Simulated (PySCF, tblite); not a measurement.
Isomers of C8H10NP. Computed values, GFN2-xTB/tblite, gas phase, harmonic and unscaled. This tight-binding method is rough: wavenumbers can miss measured ones by several per cent, in bad cases by 10 to 20. Modes of hydrogen on phosphorus can be 10 to 20 % off. One conformer each.

Electronic energies: PBE0/pcSseg-1 single points on the GFN2-xTB geometries (PySCF, gas phase).

```tsv
SMILES	electronic energy, lowest = 0 (kcal/mol)
N#CCCP1C=CCC=C1	11.8
C=C(C)Pc1ccccn1	0.0
Cc1cpcnc1C1CC1	1.2
C=Cc1cpcn1C1CC1	13.9
```

Problem. How do GFN2-xTB zero-point energies change the relative energies?

Solution. 
| SMILES | ZPE (kcal/mol) | of it from modes above 1550 cm⁻¹ | electronic (kcal/mol) | with ZPE, lowest = 0 (kcal/mol) | lowest mode (cm⁻¹) | rings |
| --- | --- | --- | --- | --- | --- | --- |
| C=C(C)Pc1ccccn1 | 96.8 | 49.4 | 0.0 | 0.0 | 27 | 1 |
| Cc1cpcnc1C1CC1 | 99.7 | 43.7 | 1.2 | 4.1 | 34 | 2 |
| N#CCCP1C=CCC=C1 | 97.8 | 50.8 | 11.8 | 12.8 | 29 | 1 |
| C=Cc1cpcn1C1CC1 | 99.5 | 46.7 | 13.9 | 16.5 | 44 | 2 |

The zero-point energies span 2.9 kcal/mol, from `C=C(C)Pc1ccccn1` to `Cc1cpcnc1C1CC1`. The order is unchanged.

Problem. And how do the electronic energies of GFN2-xTB itself compare?

Solution. `C=C(C)Pc1ccccn1` 3.9; `Cc1cpcnc1C1CC1` 0.0; `N#CCCP1C=CCC=C1` 29.5; `C=Cc1cpcn1C1CC1` 6.4 kcal/mol, lowest = 0. Against the energies above, taken from the same isomer `C=C(C)Pc1ccccn1`, the largest difference is 13.8 kcal/mol.

Problem. What do entropy and thermal enthalpy add at 298.15 K and 1 bar (rigid rotor, harmonic oscillator, one conformer each)?

Solution. 
| SMILES | point group | symmetry number | S (cal/(mol K)) | H − H(0) (kcal/mol) | ZPE + H − H(0) − TS (kcal/mol) |
| --- | --- | --- | --- | --- | --- |
| C=C(C)Pc1ccccn1 | C1 | 1 | 102.3 | 7.16 | 73.5 |
| Cc1cpcnc1C1CC1 | Cs | 1 | 98.0 | 6.69 | 77.1 |
| N#CCCP1C=CCC=C1 | C1 | 1 | 102.2 | 7.19 | 74.5 |
| C=Cc1cpcn1C1CC1 | C1 | 1 | 97.8 | 6.69 | 77.0 |
